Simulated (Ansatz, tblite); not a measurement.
Forces on Li₇H₆ at its PBE-D4/def2-TZVP geometry. Total charge 0; doublet.

The xTB rows come from tblite. Another isomer (doublet) lies 0.26 eV lower at PBE0-D4/def2-TZVP; other spin states weren't run for this one.

GFN1-xTB (tblite), largest force 0.37 eV/Å:

```xyz
13
positions Å, forces eV/Å
Li    1.924   -0.378    1.302   -0.202    0.281    0.024
Li   -0.914   -0.802    1.790    0.117    0.182    0.013
Li   -0.563    0.235   -2.945    0.120   -0.208    0.287
Li    1.201    1.261   -0.733   -0.122   -0.073    0.166
Li    0.282   -1.440   -1.115   -0.038    0.217   -0.099
Li    0.140    1.403    2.336    0.108   -0.190   -0.146
Li   -1.426    0.737   -0.087    0.220   -0.042    0.015
H    -0.444    1.298   -1.550   -0.107    0.157   -0.194
H     1.702   -0.466   -0.432    0.195   -0.223   -0.174
H     0.673   -0.380    2.536    0.063   -0.123    0.184
H    -1.072   -1.083    0.048   -0.131   -0.190   -0.143
H    -1.459    0.961    1.699   -0.209    0.161    0.131
H    -0.045   -1.346   -2.847   -0.015    0.051   -0.064
```

PBE-D4/def2-TZVP (Ansatz), largest force 0.01 eV/Å:

```
Li -0.003 -0.003 0.001
Li -0.001 -0.002 -0.002
Li 0.001 -0.002 0.001
Li -0.001 -0.001 -0.001
Li 0.000 -0.002 0.005
Li 0.000 -0.005 -0.002
Li 0.000 -0.002 -0.004
H 0.003 0.001 -0.001
H 0.002 0.004 -0.004
H 0.001 0.005 0.003
H 0.003 0.001 0.004
H -0.002 0.002 0.003
H -0.003 0.004 -0.004
```
